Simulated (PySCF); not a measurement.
```xyz
5
charge 0 multiplicity 3, angstrom
Os    0.0000   -0.0081    0.0007
H     1.1947    0.6164    0.8508
H    -1.1947    0.6164    0.8508
H     0.0000    1.5280   -0.3866
H     0.0000   -1.4219   -0.9719
```

Computed with UPBE0 in PySCF with Os def2-TZVP with ECP60, H def2-TZVP; scalar-relativistic core potentials, no spin–orbit coupling; density-fitted integrals.

This geometry of OsH₄ is a stationary point at this level.

(1) What is the point group?

(2) Is it a minimum?

(3) Which band is strongest in the infrared?

(4) What are the dipole moment and the gap between the highest occupied and lowest empty levels of either spin?

(5) Give the atomic charges and bond orders.

Results:

(1) Cs.

(2) No: it has 1 imaginary mode, at 293i cm⁻¹ (a'').

(3) 1852 cm⁻¹ (a'), 157 km/mol.

(4) 0.23 D and 3.09 eV.

(5) 
```tsv
atom	Mulliken	Löwdin	polar tensor	spin (Mulliken)	Mayer order to Os1
Os1	0.24	0.19	0.47	1.91	–
H2,3	-0.01	-0.01	-0.07	-0.05	0.93
H4	0.01	0.00	-0.03	-0.02	0.90
H5	-0.22	-0.17	-0.30	0.21	0.91
```

Other isomers or separated fragments may lie lower. With open d or f shells other occupations or spin states may lie lower. At this level a singlet minimum of Td symmetry lies 107 kJ/mol below this structure. Spin–orbit coupling, left out here, can matter for elements this heavy.
